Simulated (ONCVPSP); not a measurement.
# What one change does to a pseudopotential (antimony (Sb), ONCV)

ONCVPSP 4.0.1 input, shortened (lines: element, Z, core and valence counts, functional; n l f; lmax; l rc ep ncon nbas qcut; lloc lpopt rc5 dvloc0; l nproj debl; icmod fcfact rcfact), PBE, fully relativistic:

```
  Sb 51.00    9    2        4      upf
    1    0    2.00
    2    0    2.00
    2    1    6.00
    3    0    2.00
    3    1    6.00
    3    2   10.00
    4    0    2.00
    4    1    6.00
    4    2   10.00
    5    0    1.00
    5    1    4.00
    1
    0    1.45    0.00    3    7    4.00
    1    2.40    0.00    5    8    4.00
    4    5    1.40    3.00
    0    2    1.10
    1    3    3.60
    1    0.55    0.00
```

Open shells are filled in proportion to 2j + 1.

Change: s: rc 1.52.

Cutoffs: the cutoffs (Ha) at which the residual kinetic energy of the hardest occupied pseudo-wave falls to 1 and 0.1 mHa per electron; they do not see the model core or the augmentation charge, which bear on the density cutoff. Errors are all-electron minus pseudo energies relative to the spin-unpolarised reference configuration.

Q: How do hardness, ghosts and transferability respond?

A: The potential gets softer (72 Ha and 85 Ha → 40 Ha and 71 Ha); both files keep a bound ghost (s); the lowest positive-energy flag moves from s at 85.3 eV to s at 31.8 eV; of the 4 tests that both files solve, the error grows in 0 and shrinks in 1 by more than 15 % and 0.3 meV (median size 11.3 → 9.9 meV). A larger radius leaves more room for a smooth pseudo-wave, so fewer plane waves are needed.

| quantity | base | changed |
| --- | --- | --- |
| cutoff, loose | 72 Ha | 40 Ha |
| cutoff, tight | 85 Ha | 71 Ha |
| loose cutoff by channel | s 72 Ha, p 6.8 Ha | s 40 Ha, p 6.8 Ha |
| bound ghosts | s | s |
| GHOST(+) flags under 300 eV | s at 85.3 eV, p3/2 at 240.9 eV, p1/2 at 265.4 eV | s at 31.8 eV, p3/2 at 240.9 eV, p1/2 at 265.4 eV |
| error for 5s2 5p3, meV [ΔE -8.09 eV] | -14 | -12 |
| error for 5s2 5p2, meV [ΔE 0.25 eV] | -9.0 | -7.6 |
| error for 5s2 5p1, meV [ΔE 16.24 eV] | -19 | -18 |
| error for 5s1 5p3, meV [ΔE 8.95 eV] | -4.4 | -4.4 |
| p3/2: phases at 2.44 bohr within 0.05 rad from the reference energy up to (Ha; the scan ends near 5) | to the end of the scan | to the end of the scan |
| p1/2: phases at 2.44 bohr within 0.05 rad from the reference energy up to (Ha; the scan ends near 5) | to the end of the scan | to the end of the scan |
| rms error of d²Exc/dni dnj with the model core, mHa | 2.43 | 2.45 |

 A true bound ghost makes a file unfit for plane-wave use even where its test errors are small: the radial tests pick states by their node count and pass the ghost by.
